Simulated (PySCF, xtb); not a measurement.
F2H5NSi2, SMILES N([SiH2]F)[SiH2]F.

GFN2-xTB run with xtb at its own geometry gives an orbital gap of 5.48 eV and a dipole moment of 1.67 D.

Coordinates come from a PBE-D3(BJ)/def2-SVP optimisation. This is a generated structure with no PubChem entry under its InChIKey; it may be hypothetical. The values are those of a single conformer.

Question: What does PySCF with r2SCAN/def2-TZVP give? (The exact figures need the calculation; the answer reports its results.)

Answer: gap 7.29 eV (levels -7.61 and -0.32 eV), dipole 1.03 D.
